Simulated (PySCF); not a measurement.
Geometry:
| atom | x (Å) | y (Å) | z (Å) |
| --- | --- | --- | --- |
| C1 | 2.870 | 0.903 | -0.074 |
| C2 | 1.750 | 0.231 | 0.237 |
| C3 | 0.427 | 0.647 | -0.176 |
| C4 | -0.750 | 0.031 | 0.095 |
| C5 | -0.922 | -1.224 | 0.885 |
| C6 | -1.974 | 0.644 | -0.433 |
| N7 | -3.122 | 0.132 | -0.228 |
| H8 | 2.833 | 1.821 | -0.669 |
| H9 | 3.854 | 0.559 | 0.254 |
| H10 | 1.833 | -0.683 | 0.834 |
| H11 | 0.385 | 1.567 | -0.773 |
| H12 | 0.028 | -1.637 | 1.247 |
| H13 | -1.435 | -1.984 | 0.277 |
| H14 | -1.583 | -1.039 | 1.746 |
| H15 | -1.815 | 1.574 | -1.014 |
| H16 | -3.850 | 0.698 | -0.671 |

PySCF 2.14 calculation with shielding tensors at KT2/pcSseg-1 (GIAO) and PBE0-D3(BJ)/def2-SVP geometry; gas phase, fast rotation and ring inversion assumed for equivalent nuclei, single conformer, non-relativistic Hamiltonian.

References, each an isolated molecule treated in the same way: 13C (183.22 ppm), 1H (31.18 ppm) against TMS; 15N (264.30 ppm) against NH3.

```tsv
atoms	nucleus	count	δ (ppm)
H11	1H	1	5.94
C1	13C	1	118.7
H12/H13/H14	1H	3	2.01
H9	1H	1	5.39
H16	1H	1	9.89
C2	13C	1	130.7
H10	1H	1	6.89
C4	13C	1	?
C6	13C	1	166.0
N7	15N	1	?
H15	1H	1	7.95
C3	13C	1	?
H8	1H	1	5.44
C5	13C	1	?
```

Question: Fill in the missing shifts.

Answer: 
- C4: 138.5 ppm, carbon bonded to 3 C
- C3: 137.4 ppm, carbon bonded to 2 C, H
- C5: 13.2 ppm, carbon bonded to C, 3 H
- N7: 333.3 ppm, nitrogen bonded to C, H

Exchangeable OH/NH protons stand at their gas-phase positions; hydrogen bonding in a real sample shifts them, mostly to higher δ. Shifts are as computed. Against solution values, carbons near 30 ppm lie about +2 ppm off and those near 130 ppm about -5 ppm. Of 1211 compounds with measured shifts, 218 miss one by over three times the rms of a fit or turn the order of signals round; such compounds aren't used in these exercises. Experimental scales use liquid or dissolved standards, which lie at an offset from isolated NH3 (liquid NH3: subtract about 20 ppm). Unscaled 15N shifts of sp2 nitrogen come out 20 to 40 ppm too high even then.
